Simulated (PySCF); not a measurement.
## One change to the structure, seen by NMR

Starting compound: SMILES C=C1C(=C)C(C=O)=C1[SiH3], C$_{7}$H$_{8}$OSi.

1H NMR (500 MHz, computed): δ 10.33 (s, 1H), 5.81 (m, 1H), 5.80 (m, 1H), 5.33 (m, 1H), 5.22 (m, 1H), 4.36 (s, 3H). 13C{1H} NMR (computed): δ 191.1 (CH), 180.2 (C), 165.8 (C), 157.1 (C), 151.6 (C), 114.6 (CH2), 100.1 (CH2).

Method: GIAO PBE0/pcSseg-1 shieldings, J couplings at B3LYP/pcJ-1 (spin–dipole term left out of most H,H and C,H couplings), structure optimised with GFN2-xTB, in PySCF (gas phase, one conformer, non-relativistic, fast rotation and ring inversion assumed for equivalent nuclei).

References, each an isolated molecule treated in the same way: 1H (31.72 ppm) and 13C (186.93 ppm) against TMS. Multiplet labels drop J under 1 Hz and among equivalent protons, and merge close values. Unscaled 3J(H,H) run several per cent high. Where no couplings were computed, multiplicities follow the n + 1 count of equivalent neighbours, and m marks all less simple cases (inequivalent or close neighbours, rings, F or P nearby). Shifts are as computed. Against solution values, carbons near 30 ppm lie about +3 ppm off and those near 130 ppm about +5 ppm. Of 1211 compounds with measured shifts, 218 miss one by over three times the rms of a fit or turn the order of signals round; such compounds aren't used in these exercises.

Product 1. 1H NMR (500 MHz, computed): δ 10.10 (s, 1H), 5.39 (m, 1H), 5.37 (m, 1H), 4.96 (m, 1H), 4.86 (m, 1H), 4.43 (s, 3H). 13C{1H} NMR (computed): δ 192.0 (CH), 171.6 (C), 166.3 (C), 163.4 (C), 149.0 (C), 103.8 (CH2), 87.0 (CH2).

Product 2. 1H NMR (500 MHz, computed): δ 10.29 (s, 1H), 7.81 (q, J = 1.2 Hz, 1H), 5.70 (dd, J = 2.6, 1.4 Hz, 1H), 5.63 (d, J = 2.6 Hz, 1H), 5.51 (dd, J = 3.0, 1.0 Hz, 1H), 5.32 (dd, J = 3.0, 1.2 Hz, 1H). 13C{1H} NMR (computed): δ 189.1 (CH), 159.6 (CH), 154.9 (C), 154.8 (C), 152.0 (C), 114.0 (CH2), 100.6 (CH2).

Product 3. 1H NMR (500 MHz, computed): δ 10.10 (s, 1H), 6.95 (br s, 1H), 6.14 (br s, 1H), 6.11 (m, 1H), 6.05 (m, 1H), 5.00 (s, 2H), 4.53 (s, 3H). 13C{1H} NMR (computed): δ 193.2 (CH), 184.0 (C), 163.9 (C), 153.5 (C), 149.5 (C), 133.7 (CH2), 109.7 (CH2).

Q: Each product comes from one edit: terminal Si group replaced by H (`C=C1C=C(C=O)C1=C`); SiH2 inserted into a C-C bond (`C=C1[SiH2]C([SiH3])=C(C=O)C1=C`); O inserted into a C-C bond (`C=c1oc(=C)c(C=O)c1[SiH3]`). Which is which?

A: 
- Product 1: O inserted into a C-C bond, C=c1oc(=C)c(C=O)c1[SiH3]. δC 103.8, 87.0: carbon bonded to C, 2 H. δH 10.10: hydrogen on an aldehyde carbonyl carbon; the C=O anisotropy and electron withdrawal place aldehyde protons far downfield.
- Product 2: terminal Si group replaced by H, C=C1C=C(C=O)C1=C. δH 10.29: hydrogen on an aldehyde carbonyl carbon; the C=O anisotropy and electron withdrawal place aldehyde protons far downfield. The protons at 5.51 and 5.32 share a coupling of 3.0 Hz (geminal).
- Product 3: SiH2 inserted into a C-C bond, C=C1[SiH2]C([SiH3])=C(C=O)C1=C. δC 133.7, 109.7: terminal =CH2 carbon; an sp2 carbon of a C=C bond. δH 10.10: hydrogen on an aldehyde carbonyl carbon; the C=O anisotropy and electron withdrawal place aldehyde protons far downfield.
